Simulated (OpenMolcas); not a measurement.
Ge2+: from CASSCF to CASPT2

```
Program             : OpenMolcas
Basis               : ANO-RCC [10s9p8d5f2g]
Scalar Hamiltonian  : DKH2, point nucleus
Active space        : 2 electrons in 8 orbitals (4s 4p 5s 5p)
State averaging     : 2S+1 = 3 even, 3 roots; 2S+1 = 1 even, 7 roots; 2S+1 = 3 odd, 3 roots; 2S+1 = 1 odd, 3 roots
Spin-orbit coupling : state interaction with AMFI integrals over the reference wave functions, term energies averaged over their components
```

Methods on the same reference wave functions:
A. CASSCF
B. SS-CASPT2, IPEA 0.25 Eh, imaginary shift 0.1 Eh (closed shells correlated: 3d)
C. MS-CASPT2, IPEA 0.25 Eh, imaginary shift 0.1 Eh (closed shells correlated: 3d)

Energies in cm⁻¹ above 4s² ¹S₀, the measured ground level; measured values from Sugar and Musgrove, J. Phys. Chem. Ref. Data 22, 1213 (1993).

| Level | A | B | C | Measured |
| --- | --- | --- | --- | --- |
| 4s² ¹S₀ | 0.0 | 0.0 | 0.0 | 0.0 |
| 4s 4p ³P°₀ | 58963 | 60880 | 60950 | 61734 |
| 4s 4p ³P°₁ | 59634 | 61540 | 61610 | 62500 |
| 4s 4p ³P°₂ | 61030 | 62940 | 63010 | 64144 |
| 4s 4p ¹P°₁ | 98878 | 91400 | 91470 | 91873 |

Deviations, from unrounded energies. A percentage is the sum of absolute deviations over the sum of measured energies, with the sign that they share, or ± where signs differ.

| Against measurement | Levels | A | B | C |
| --- | --- | --- | --- | --- |
| mean absolute deviation (cm-1) | 4 | 3900 | 870 | 800 |
| other configurations (%) | 4 | ±5.6 | -1.2 | -1.1 |

C lies closest to measurement on these levels and A furthest from it. The largest miss of C in the table is 4s 4p ³P°₂, by -1100 cm-1. The ranking rests on the paired levels alone, and a cruder setting can come out closer through cancelling errors.

Between B and C the level of the table that moves most is 4s 4p ³P°₀, by 71 cm-1 (lowest in B, highest in C). Moves below CASPT2's spread within the term are not significant.

The lowest spin-free term lies below A's lowest term by 0.459 hartree in B, 0.459 hartree in C.

Over all roots computed the reference weight is 0.89 to 0.96 in B, 0.89 to 0.96 in C; the roots of lowest weight are the least certain, and an intruder state may touch them. The run also gave levels led by 4s 5s, which use shells meant for correlation; these and all levels above them are left out. Measured partners are found by configuration, term and J. A level has none where our copy of the source lacks it or the pairing is in doubt (some pairs that miss far off the trend of their configuration count as doubtful), and it then counts in no deviation. Levels of configurations outside the active space are missing. The table leaves out levels that lie high or whose names do not pair safely across all columns.

° marks odd parity.
